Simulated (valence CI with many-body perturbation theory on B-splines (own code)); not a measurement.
**Ti17+: electric-dipole lines**

Calculated by configuration interaction combined with many-body perturbation theory (CI+MBPT): three valence electrons over a frozen Dirac-Fock core [He], radial functions for each j: 11 s, 11 p, 10 d, 8 f, 5 g, 2 h, with the one-electron correlation potential Σ1, the two-electron term Σ2, the three-electron term Σ3, Breit, model QED; selected CI, second order for the rest, scaled by the run's own slope (own B-spline code, finite nucleus).

No measured spectrum was set against this ion. As an estimate, levels of excited configurations hold to 0.05 to 0.15 % of their energy, terms of the ground configuration to about 0.5 %.

Lines 201 to 250 of 572 in falling wavelength, among levels below 1017.2 eV, chosen from the strongest by gf and those to the six lowest levels. Wavelengths and rates use the calculated energies, so an error of 500 cm⁻¹ moves a line at 5.591 nm by 0.028 % and its rate by three times that or more. Electric multipoles are in the length gauge, E1 and E2 with the static RPA response of the core. Weak lines are less certain than strong ones. Lines between different terms over intervals too small for the method are left out, as are lines whose strength nearly cancels. Where a level lies close to another of its J and parity, the split of strength between their lines is uncertain. The highest levels of a list are the least certain.

Names give the largest LS component (configuration and term), which can be under half, so a name can repeat, a term be missing and a line seem to break the LS rules; names also repeat where a configuration has a term twice. Letters in brackets count levels of one name in rising energy.

```tsv
λ vac (nm)	Upper	Lower	A (s⁻¹)	log gf	Branch %
5.591	2s 2p 4f 2D_5/2 [a]	2s 2p 3d 2D°_3/2 [a]	6.79e+11	0.28	44.9
5.589	2s 2p 4f 2F_7/2 [b]	2s 2p 3d 2D°_5/2 [b]	1.29e+12	0.69	84.2
5.582	2s 2p 4f 4F_7/2 [a]	2s 2p 3d 4P°_5/2 [a]	7.21e+11	0.43	47.8
5.572	2s 2p 4f 2F_5/2	2s 2p 3d 2D°_3/2 [b]	1.21e+12	0.53	78.4
5.569	2s 2p 4s 2P°_3/2 [b]	2s 2p 3p 2D_5/2 [b]	1.43e+11	-0.57	20.1
5.565	2s2 4s 2S_1/2	2s2 3p 2P°_3/2	2.00e+11	-0.73	26.2
5.560	2s 2p 4f 4F_5/2 [b]	2s 2p 3d 4P°_3/2	5.14e+11	0.15	33.6
5.558	2s 2p 4f 4F_3/2	2s 2p 3d 4D°_1/2	9.20e+11	0.23	60.1
5.558	2s 2p 4f 4D_3/2	2s 2p 3d 4P°_1/2	4.36e+11	-0.09	28.4
5.557	2s 2p 4f 4F_7/2 [b]	2s 2p 3d 4P°_5/2 [b]	4.45e+11	0.22	29.1
5.555	2s 2p 4f 4F_3/2	2s 2p 3d 4D°_3/2	2.01e+11	-0.43	13.1
5.551	2s 2p 4f 4D_1/2	2s 2p 3d 4P°_1/2	1.17e+12	0.03	76.1
5.551	2s 2p 4s 4P°_3/2	2s 2p 3p 4D_5/2	1.24e+11	-0.64	16.1
5.551	2s 2p 4f 4F_5/2 [a]	2s 2p 3d 4D°_3/2	4.96e+11	0.14	32.3
5.551	2s 2p 4f 4F_3/2	2s 2p 3s 2P°_3/2 [b]	1.28e+11	-0.63	8.4
5.551	2s 2p 4f 4F_5/2 [b]	2s 2p 3d 4P°_5/2 [b]	3.37e+11	-0.03	22.0
5.550	2s 2p 4f 4D_3/2	2s 2p 3d 4P°_3/2	7.58e+11	0.15	49.4
5.548	2s 2p 4f 2F_7/2 [a]	2s 2p 3d 4P°_5/2 [b]	4.27e+11	0.20	28.3
5.548	2s 2p 4f 4F_3/2	2s 2p 3s 2P°_1/2 [b]	9.18e+10	-0.77	6.0
5.547	2s 2p 4f 4F_5/2 [a]	2s 2p 3s 2P°_3/2 [b]	5.50e+11	0.18	35.9
5.546	2s2 4f 2F°_5/2	2s2 3d 2D_5/2	1.02e+11	-0.55	6.6
5.545	2s 2p 4f 2D_5/2 [b]	2s 2p 3d 4P°_3/2	2.00e+11	-0.26	13.2
5.543	2s2 4f 2F°_7/2	2s2 3d 2D_5/2	1.52e+12	0.75	99.2
5.543	2s 2p 4f 4D_1/2	2s 2p 3d 4P°_3/2	3.25e+11	-0.52	21.1
5.543	2s 2p 4s 2P°_3/2 [b]	2s 2p 3p 2D_3/2 [b]	7.03e+10	-0.89	9.9
5.540	2s 2p 4f 4D_3/2	2s 2p 3d 4P°_5/2 [b]	1.25e+11	-0.64	8.2
5.536	2s 2p 4f 2D_5/2 [a]	2s 2p 3d 4D°_3/2	6.72e+10	-0.73	4.4
5.536	2s 2p 4f 4F_5/2 [a]	2s 2p 3d 4P°_5/2 [a]	1.37e+11	-0.42	8.9
5.536	2s 2p 4f 4G_7/2	2s 2p 3d 4P°_5/2 [a]	2.98e+11	0.04	19.6
5.536	2s 2p 4f 2D_5/2 [b]	2s 2p 3d 4P°_5/2 [b]	2.57e+11	-0.15	17.0
5.535	2s 2p 4f 2F_5/2	2s 2p 3d 2F°_5/2 [b]	1.80e+11	-0.30	11.7
5.532	2s 2p 4f 2D_3/2	2s 2p 3d 4P°_3/2	8.27e+10	-0.82	5.6
5.532	2s2 4f 2F°_5/2	2s2 3d 2D_3/2	1.43e+12	0.59	92.6
5.531	2s 2p 4s 4P°_5/2	2s 2p 3p 4D_7/2	1.28e+11	-0.45	15.5
5.527	2s 2p 4f 2F_7/2 [b]	2s 2p 3d 2F°_7/2 [b]	1.68e+11	-0.21	10.9
5.523	2s 2p 4f 4F_9/2 [b]	2s 2p 3d 4D°_7/2	1.03e+12	0.67	67.0
5.523	2s 2p 4f 4F_7/2 [b]	2s 2p 3d 4D°_7/2	3.50e+11	0.11	22.9
5.521	2s 2p 4f 2G_7/2	2s 2p 3d 4P°_5/2 [a]	3.70e+11	0.13	25.1
5.517	2s 2p 4f 4F_5/2 [b]	2s 2p 3d 4D°_7/2	5.92e+10	-0.79	3.9
5.514	2s 2p 4f 2F_7/2 [a]	2s 2p 3d 4D°_7/2	1.18e+11	-0.37	7.8
5.504	2s 2p 4f 4F_7/2 [b]	2s 2p 3d 2D°_5/2 [a]	4.10e+11	0.17	26.8
5.498	2s 2p 4f 4F_5/2 [b]	2s 2p 3d 2D°_5/2 [a]	2.52e+11	-0.16	16.5
5.496	2s 2p 4f 2F_7/2 [a]	2s 2p 3d 2D°_5/2 [a]	1.93e+11	-0.16	12.8
5.480	2s 2p 4f 4F_9/2 [a]	2s 2p 3d 4F°_7/2	1.20e+12	0.73	78.9
5.480	2s 2p 4f 4G_7/2	2s 2p 3d 4F°_7/2	8.15e+10	-0.53	5.4
5.477	2s 2p 4f 4F_7/2 [a]	2s 2p 3d 4F°_5/2	6.10e+11	0.34	40.4
5.474	2s 2p 4f 4F_5/2 [b]	2s 2p 3d 2D°_3/2 [a]	1.06e+11	-0.55	6.9
5.465	2s 2p 4f 2G_7/2	2s 2p 3d 4F°_7/2	9.73e+10	-0.46	6.6
5.459	2s 2p 4f 2D_5/2 [b]	2s 2p 3d 2D°_3/2 [a]	1.44e+11	-0.41	9.5
5.451	2s 2p 4f 4G_5/2	2s 2p 3d 4F°_3/2	1.07e+12	0.46	69.3
```
